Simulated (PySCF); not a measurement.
**Correlation energy of Sn (tin, neutral)**

[Kr] 4d10 5s1 5p2 6s1, high-spin 5P determinant (an excited configuration). Calculation: PySCF 2.14, in aug-cc-pVQZ-PP with ECP28MDF; a scalar-relativistic core potential. Frozen: 4s2 4p6 4d10; 4 electrons correlated.

```
  level  correlation energy (mhartree)
   CCSD                         -19.00
    (T)                          -0.36
CCSD(T)                         -19.36
```

Diagnostics: T1 = 0.014, D1 = 0.0387, largest double amplitude 0.033.

The outer electron is Rydberg-like, and this basis confines it to a smaller radius and binds it less than a complete one would.

Cost of the coupled-cluster step: roughly 10 core-seconds, for 4 correlated electrons.

Iterations:

```
CC2 = 0
CCSD nocc = (np.int64(4), np.int64(0)), nmo = (83, 83)
frozen orbitals [[0, 1, 2, 3, 4, 5, 6, 7, 8], [0, 1, 2, 3, 4, 5, 6, 7, 8]]
max_cycle = 100
direct = 0
conv_tol = 1e-08
conv_tol_normt = 1e-06
diis_space = 8
diis_start_cycle = 0
Init t2, MP2 energy = -0.0133074022433038
Init E_corr(UCCSD) = -0.0133074022438744
cycle = 1  E_corr(UCCSD) = -0.0169239992343519  dE = -0.00361659699  norm(t1,t2) = 0.036428
cycle = 2  E_corr(UCCSD) = -0.0181177366828563  dE = -0.00119373745  norm(t1,t2) = 0.0168796
cycle = 3  E_corr(UCCSD) = -0.0189581730632105  dE = -0.00084043638  norm(t1,t2) = 0.00929085
cycle = 4  E_corr(UCCSD) = -0.0189080960326799  dE = 5.00770305e-05  norm(t1,t2) = 0.00428882
cycle = 5  E_corr(UCCSD) = -0.0190041231539524  dE = -9.60271213e-05  norm(t1,t2) = 0.00286132
cycle = 6  E_corr(UCCSD) = -0.0189960010880809  dE = 8.12206587e-06  norm(t1,t2) = 0.000679978
cycle = 7  E_corr(UCCSD) = -0.019007574519091  dE = -1.1573431e-05  norm(t1,t2) = 0.000273407
cycle = 8  E_corr(UCCSD) = -0.0190003367387145  dE = 7.23778038e-06  norm(t1,t2) = 0.000145429
cycle = 9  E_corr(UCCSD) = -0.0190036249666046  dE = -3.28822789e-06  norm(t1,t2) = 4.44715e-05
cycle = 10  E_corr(UCCSD) = -0.0190032842665814  dE = 3.40700023e-07  norm(t1,t2) = 6.01086e-06
cycle = 11  E_corr(UCCSD) = -0.0190032894168433  dE = -5.15026185e-09  norm(t1,t2) = 1.42357e-06
cycle = 12  E_corr(UCCSD) = -0.0190032883705972  dE = 1.04624604e-09  norm(t1,t2) = 6.69219e-07
UCCSD converged
E(UCCSD) = -213.059484314882  E_corr = -0.01900328837059724
UCCSD(T) correction = -0.000363248336010109
```
